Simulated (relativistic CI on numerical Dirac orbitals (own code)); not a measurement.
# Line list: Forbidden lines, Ni5+

Method of calculation: Dirac-Coulomb-Breit CI, separate exchange-only KLI orbitals for each configuration, model QED (radiative potential, 1s self-energy scaled to tabulated hydrogen-like ionisation energies), valence Slater integrals scaled by 0.9, configuration energies shifted to the measured levels that pair with them (semi-empirical) (own radial code, finite nucleus).

Configurations in the expansion (outside the closed core [Ne]): 3s2 3p6 3d5, 3s2 3p6 3d4 4s, 3s2 3p5 3d6, 3s2 3p6 3d4 4p, 3s2 3p6 3d4 4d, 3s2 3p4 3d7, 3s2 3p6 3d4 5s, 3s 3p6 3d6, 3s2 3p6 3d4 5p, 3s2 3p6 3d4 4f, 3s2 3p6 3d3 4s2, 3s2 3p6 3d4 5d, 3s2 3p6 3d4 5f, 3s2 3p6 3d4 5g, 3s2 3p6 3d3 4s 4p, 3s2 3p6 3d3 4p2, 3s2 3p5 3d5 4s, 3s2 3p6 3d3 4s 4d, 3p6 3d7, 3s2 3p5 3d5 4p, 3s2 3p6 3d3 4p 4d. Levels of other configurations are missing.

```tsv
λ vac (nm)	Lower	Upper	Type	A (s⁻¹)	E lower (eV)	E upper (eV)
199.51	3s2 3p6 3d5 6S_5/2 [1]	3s2 3p6 3d5 4D_5/2 [11]	M1	2.46e-01	0.0000	6.2146
229.05	3s2 3p6 3d5 6S_5/2 [1]	3s2 3p6 3d5 4P_3/2 [7]	M1	3.94e+00	0.0000	5.4129
230.03	3s2 3p6 3d5 6S_5/2 [1]	3s2 3p6 3d5 4P_5/2 [6]	M1	6.02e+00	0.0000	5.3899
329.45	3s2 3p6 3d5 4G_11/2 [2]	3s2 3p6 3d5 2H_11/2 [24]	M1	2.11e+00	5.2629	9.0263
330.56	3s2 3p6 3d5 4G_9/2 [4]	3s2 3p6 3d5 2H_11/2 [24]	M1	8.69e-01	5.2755	9.0263
338.41	3s2 3p6 3d5 4G_9/2 [4]	3s2 3p6 3d5 2H_9/2 [23]	M1	8.10e-01	5.2755	8.9392
338.49	3s2 3p6 3d5 4G_7/2 [5]	3s2 3p6 3d5 2H_9/2 [23]	M1	7.12e-01	5.2764	8.9392
398.29	3s2 3p6 3d5 4G_5/2 [3]	3s2 3p6 3d5 4F_3/2 [22]	M1	5.86e-01	5.2710	8.3840
398.72	3s2 3p6 3d5 4G_5/2 [3]	3s2 3p6 3d5 4F_5/2 [21]	M1	9.48e-01	5.2710	8.3805
404.06	3s2 3p6 3d5 4G_9/2 [4]	3s2 3p6 3d5 4F_7/2 [20]	E2	1.78e-01	5.2755	8.3440
404.06	3s2 3p6 3d5 4G_9/2 [4]	3s2 3p6 3d5 4F_7/2 [20]	M1	1.92e-01	5.2755	8.3440
404.17	3s2 3p6 3d5 4G_7/2 [5]	3s2 3p6 3d5 4F_7/2 [20]	M1	5.69e-01	5.2764	8.3440
405.30	3s2 3p6 3d5 4G_11/2 [2]	3s2 3p6 3d5 4F_9/2 [19]	E2	2.56e-01	5.2629	8.3219
405.30	3s2 3p6 3d5 4G_11/2 [2]	3s2 3p6 3d5 4F_9/2 [19]	M1	5.99e-01	5.2629	8.3219
406.99	3s2 3p6 3d5 4G_9/2 [4]	3s2 3p6 3d5 4F_9/2 [19]	M1	2.66e-01	5.2755	8.3219
421.23	3s2 3p6 3d5 4G_5/2 [3]	3s2 3p6 3d5 2F_5/2 [18]	M1	5.59e-01	5.2710	8.2144
422.00	3s2 3p6 3d5 4G_7/2 [5]	3s2 3p6 3d5 2F_5/2 [18]	M1	1.66e+00	5.2764	8.2144
438.96	3s2 3p6 3d5 4P_5/2 [6]	3s2 3p6 3d5 2F_5/2 [18]	M1	4.30e-01	5.3899	8.2144
451.90	3s2 3p6 3d5 4G_9/2 [4]	3s2 3p6 3d5 2F_7/2 [17]	M1	2.05e+00	5.2755	8.0192
452.03	3s2 3p6 3d5 4G_7/2 [5]	3s2 3p6 3d5 2F_7/2 [17]	M1	2.89e-01	5.2764	8.0192
522.89	3s2 3p6 3d5 4G_5/2 [3]	3s2 3p6 3d5 2D_5/2 [13]	M1	6.10e-01	5.2710	7.6422
524.07	3s2 3p6 3d5 4G_7/2 [5]	3s2 3p6 3d5 2D_5/2 [13]	M1	6.89e-01	5.2764	7.6422
525.88	3s2 3p6 3d5 4P_3/2 [7]	3s2 3p6 3d5 2D_3/2 [14]	M1	1.17e+00	5.4129	7.7705
550.47	3s2 3p6 3d5 4P_5/2 [6]	3s2 3p6 3d5 2D_5/2 [13]	M1	2.52e+00	5.3899	7.6422
556.16	3s2 3p6 3d5 4P_3/2 [7]	3s2 3p6 3d5 2D_5/2 [13]	M1	4.49e-01	5.4129	7.6422
572.06	3s2 3p6 3d5 4D_7/2 [9]	3s2 3p6 3d5 4F_7/2 [20]	M1	4.75e-01	6.1767	8.3440
572.42	3s2 3p6 3d5 4D_5/2 [11]	3s2 3p6 3d5 4F_5/2 [21]	M1	8.34e-01	6.2146	8.3805
572.53	3s2 3p6 3d5 4D_3/2 [12]	3s2 3p6 3d5 4F_3/2 [22]	M1	6.95e-01	6.2184	8.3840
577.95	3s2 3p6 3d5 4D_7/2 [9]	3s2 3p6 3d5 4F_9/2 [19]	M1	5.74e-01	6.1767	8.3219
2166.7	3s2 3p6 3d5 2D_5/2 [13]	3s2 3p6 3d5 2F_5/2 [18]	M1	4.69e-01	7.6422	8.2144
```

Terms are leading LS components. Brackets give the number of a level in order of energy, since labels repeat. The list gives strong lines, with weight on those to low levels, without configurations that were not tied to measured data, among the lowest 400 of 6066 levels, so that lines to higher ones, which can be the strongest, are missing, and without 9 lines that miss the measured interval by over 7 %, start from a term whose rates miss tabulated ones by over 60 %, have gauges far apart or, lacking measured levels, span too small a gap for the errors found; lines with a level outside our table were not tested and can miss by more. Levels whose partners in the same complex of configurations lie outside the list can be far off, and so can their lines. Rates are taken at the computed energies, electric ones in the length gauge.

Configurations whose levels could be paired with our table of measured levels were shifted onto them, all but the ground configuration, by the median error of their levels; single terms can still be off by 1,000 to 2,000 cm⁻¹ or more, and rates follow the energies as ν³ (E1, M1) or ν⁵ (E2). The others borrow a shift and can be off by several thousand cm⁻¹ or more. 52 of the 54 excited levels that our extract of the measured tables holds in this range could be paired (the sources list more); they are missed by 1241 cm⁻¹ on average and 4362 at most, after the shifts were fitted to these levels, and levels without a partner can miss by more. Some levels of the ground configuration have no partner and can miss by 10 % or more.
